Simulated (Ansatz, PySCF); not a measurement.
Process, species as SMILES: O[Si](Cl)(Cl)Cl -> O[Si](Cl)Cl + Cl atom (the Cl-Si bond at the site shown breaks; other sites are not compared here)
Structures are relaxed separately at B3LYP-D3(BJ)/def2-TZVP in Ansatz (a program for electronic structure), one conformer each, not searched for the lowest. Frequencies are from Ansatz.

Property: bond dissociation energy (0 K, with B3LYP-D3(BJ) harmonic zero-point energies), in kcal/mol. Valence correlation only, unless marked. UHF or UKS for open shells. Spin-orbit coupling is left out. Non-relativistic unless marked X2C. CBS marks a two-point X^-3 extrapolation of the correlation energy; Hartree-Fock from the larger set.

| level | program | bond dissociation energy (kcal/mol) | minus last row |
|---|---|---|---|
| HF/STO-3G | Ansatz | 79.4 | -34.8 |
| HF/6-31G | Ansatz | 48.9 | -65.3 |
| HF/cc-pwCVTZ | Ansatz | 84.7 | -29.5 |
| HF-D4/def2-TZVPD | PySCF + dftd4 | 90.3 | -23.9 |
| r2SCAN-D4/def2-TZVPD | Ansatz + dftd4 | 109.0 | -5.2 |
| B97M-V/def2-TZVPD | Ansatz | 113.4 | -0.8 |
| B3LYP-D4/def2-TZVPD | Ansatz + dftd4 | 106.3 | -7.9 |
| PBE0/def2-SVP | Ansatz | 107.8 | -6.4 |
| PBE0-D4/def2-TZVP | Ansatz + dftd4 | 110.1 | -4.1 |
| BHLYP/def2-TZVPD | Ansatz | 103.8 | -10.4 |
| CAM-B3LYP/def2-TZVPD | Ansatz | 106.0 | -8.2 |
| B2GP-PLYP/def2-TZVPD | Ansatz | 108.7 | -5.5 |
| B2PLYP-D3(BJ)/def2-TZVPD | Ansatz + dftd3 | 108.8 | -5.4 |
| RPA@PBE/cc-pV(Q+d)Z | Ansatz | 102.2 | -12.0 |
| MP2/6-31G | Ansatz | 63.6 | -50.6 |
| MP2/CBS(cc-pV(T+d)Z,cc-pV(Q+d)Z) | Ansatz | 119.6 | 5.4 |
| RI-MP2/cc-pV(Q+d)Z | Ansatz | 117.5 | 3.3 |
| SCS-MP2/6-31G | Ansatz | 63.1 | -51.1 |
| CCSD/6-31G* | Ansatz | 100.0 | -14.2 |
| X2C-CCSD(T)/cc-pVTZ-DK | Ansatz | 106.9 | -7.3 |
| CCSD(T)/CBS(cc-pV(T+d)Z,cc-pV(Q+d)Z) | Ansatz | 114.2 | 0.0 |
